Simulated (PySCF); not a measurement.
The numbers are results of PBE-D3(BJ)/def2-TZVP // B3LYP-D3(BJ)/def2-TZVP in PySCF 2.14.0, not measurements. Gas-phase values, no solvent. One relaxed conformer stands for a flexible species; it need not be the lowest. Excitations are Tamm–Dancoff values on a coarser integration grid. The basis has no diffuse functions, so Rydberg states are missing or too high.

Reference species (SMILES): `[Si](F)(S)(F)F` (neutral, multiplicity 1).

```
Item                    Value
-------------------  --------
LUMO                 -1.11 eV
S1 excitation (TDA)   6.32 eV
HOMO                 -7.22 eV
T1 excitation (TDA)   5.76 eV
```

After one change: the LUMO increases by 0.47 eV; the S1 excitation (TDA) drops by 0.54 eV; the HOMO rises by 0.92 eV; the T1 excitation (TDA) decreases by 0.33 eV.

Name the change that produced these shifts. The new species is one of these.
(A) `[AlH2][SH]`
(B) `FC(F)S` (F–C–S–H torsion 68°)
(C) `S[SeH]` (H–S–Se–H torsion 90°)
(D) `OB(O)S`

D, `OB(O)S`
